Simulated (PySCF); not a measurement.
`InChI=1S/C5H7NO2/c7-4-6-5-1-2-8-3-5/h4H,1-3H2/b6-5+`

Cartesian coordinates in Å; atom numbers follow the order of the lines, from 1:
```xyz
15

O     3.331    0.344    0.798
C     2.694    0.100   -0.192
N     1.477    0.587   -0.503
C     0.292    0.350   -0.183
C    -0.252   -0.753    0.683
C    -1.752   -0.677    0.384
O    -2.007    0.669    0.028
C    -0.887    1.142   -0.682
H     3.120   -0.454   -1.056
H     0.193   -1.720    0.456
H    -0.037   -0.509    1.726
H    -2.009   -1.345   -0.451
H    -2.386   -0.913    1.239
H    -1.001    0.974   -1.765
H    -0.782    2.213   -0.504
```

Method used: GIAO B97-D/cc-pVDZ magnetisability, non-relativistic, IEF-PCM chloroform in PySCF. Geometry: GFN2-xTB.

(1) How diamagnetic is it, and how anisotropic?

(2) Split it along the inertial axes a, b, c into diamagnetic and paramagnetic parts about the centre of mass, with the quadrupole moment.

## Answers

(1) Isotropic -902 × 10⁻³⁰ J/T², or -54.3 × 10⁻⁶ cm³/mol; principal values -991, -911, -803 × 10⁻³⁰ J/T², anisotropy 163 × 10⁻³⁰ J/T² (root of half the summed squared differences of the principal values). The susceptibility is in cgs units.

(2) 
```tsv
axis	χ (10⁻⁶ cm³/mol)	diamagnetic (10⁻⁶ cm³/mol)	paramagnetic (10⁻⁶ cm³/mol)	summed x² of all electrons (Å²)	quadrupole Θ (D Å)
a	-49.1	-307.1	258.0	232.2	-16.47
b	-57.9	-1074.5	1016.7	51.3	+10.01
c	-55.9	-1203.1	1147.1	21.0	+6.46
```
Anisotropies 2χaa − χbb − χcc = +15.6 and 2χbb − χaa − χcc = -10.7 × 10⁻⁶ cm³/mol. Θ is traceless in Buckingham's convention.
